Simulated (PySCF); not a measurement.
Excitations are Tamm–Dancoff values on a coarser integration grid. The basis has no diffuse functions, so Rydberg states are missing or too high.

Cartesian coordinates (Å):
SMILES: [SiH3][Ga]([SiH3])[SiH3]
```xyz
13

Si    -0.1472     2.4012     0.1777
Ga    -0.0264    -0.0025     0.0268
Si     2.1434    -1.0437    -0.1314
Si    -2.0171    -1.3604    -0.0241
H      0.1980     2.9692    -1.1578
H      0.8514     2.9256     1.1509
H     -1.4850     2.9272     0.5618
H      2.5617    -1.4074     1.2543
H      2.1276    -2.2979    -0.9334
H      3.1914    -0.1481    -0.6928
H     -2.5004    -1.3860    -1.4360
H     -1.7807    -2.7700     0.3912
H     -3.1168    -0.8070     0.8128
```
Charge 0, spin multiplicity 1.

Task: What T1 excitation (TDA), S1–T1 gap (TDA) and HOMO–LUMO gap does r2SCAN-D4/def2-TZVP (PySCF 2.14.0) give?

Result: 
```yaml
T1 excitation (TDA): 2.77 eV
S1–T1 gap (TDA): 0.64 eV
HOMO–LUMO gap: 3.27 eV
```
